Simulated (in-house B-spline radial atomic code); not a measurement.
**RPA and G0W0 on PBE0: V5+**

Configuration [Ne] 3s2 3p6, mean-field start PBE0. Computed with a B-spline radial code for spherical atoms: all electrons, non-relativistic, point nucleus, each spin shell either full or empty, empty states to l = 9 with an (l + 1/2)⁻⁴ tail; G0W0 by contour deformation at full frequency.

Command:
```bash
python run_gw.py task.json out
```
Settings (radii: box in bohr, nucleus in fm):
```
Z                        23
electrons                18
configuration            [Ne] 3s2 3p6
hamiltonian              nr
method                   pbe0
lmax                     9
spin_polarised           False
box_radius               10.43
intervals                49
```

Cost of the run: 1.4 s on 1 thread of Arm Neoverse N1, on a shared host.

Energies (hartree):

```csv
term,value
mean-field total,-937.66851
Hartree-Fock functional on these orbitals,-937.07063
direct second order,-1.3427
second-order exchange,0.44944
SOSEX correction,0.41232
```

Q: What is the RPA correlation energy, and what remains with SOSEX?

A: RPA gives -1.1829 hartree (-1.79 eV per electron); RPA + SOSEX gives -0.77061, and the second-order doubles -0.89322 hartree (no singles). SOSEX takes back 35 % of the RPA value.

Quasi-particle levels (eV):

| level | occupied | mean field | Σx - vxc | Σc | QP weight | G0W0 |
| --- | --- | --- | --- | --- | --- | --- |
| 3p | yes | -120.41 | -7.71 | ? | ? | ? |
| 3d | no | -73.04 | 10.03 | -3.00 | 0.969 | -66.01 |

G0W0 = mean field + (Σx - vxc) + Σc, with Σc (partial-wave tail included) taken at the quasi-particle energy. Only the outer levels were computed. Levels of low weight are left out.

Q: Where does G0W0 put 3p?

A: At -128.45 eV, with Σc = -0.34 eV and a quasi-particle weight of 0.957. The tabulated removal energy is 128.125 ± 0.025 eV (NIST, measured); the calculation leaves out relativity, Breit and QED terms, and what these don't explain is the method's own error.
